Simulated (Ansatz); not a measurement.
Stepwise reaction of `BB[SiH2]F` with hydrogen, as a gas-phase model of exchange steps in deposition or etching. ΔE in kJ/mol; ΔG adds harmonic PBE0-D4 terms to CCSD(T)/CBS, at 1 bar.

Computed with Ansatz on PBE0-D4/def2-TZVP structures; ΔE is electronic, products minus reactants. CCSD(T)/CBS adds triple-zeta CCSD(T) − MP2 to the extrapolated MP2 energy (def2 sets, frozen cores). This one scheme is used for every species. DFT in def2-TZVPP. B3LYP here is the variant with VWN-RPA as its local correlation; programs differ in this. Each species was taken in one conformer, which may not be the lowest.

```json
{"step": "1", "reaction": "`BB[SiH2]F` + H₂ → `B[SiH2]F` + BH₃", "PBE-D4": "29.7", "B3LYP-D4": "10.1", "ωB97M-V": "5.8", "CCSD(T)/CBS": "2.2", "ΔG(600 K)": "1.0"}
{"step": "2", "reaction": "`B[SiH2]F` + H₂ → `F[SiH3]` + BH₃", "PBE-D4": "-22.8", "B3LYP-D4": "-37.7", "ωB97M-V": "-40.4", "CCSD(T)/CBS": "-38.6", "ΔG(600 K)": "-32.5"}
```

By hand: ΔE of the 2 steps together at CCSD(T)/CBS.

(2.2) + (-38.6) = -36.4 kJ/mol, or -18.2 kJ/mol a step.

In ΔE each step is lower than the one before. ΔG lies between -32.5 and 1.0 kJ/mol a step. PBE-D4 differs from CCSD(T)/CBS by 15.8 to 27.5 kJ/mol a step. Isolated molecules leave out the surface, adducts and barriers. Largest T1 diagnostic: 0.014.
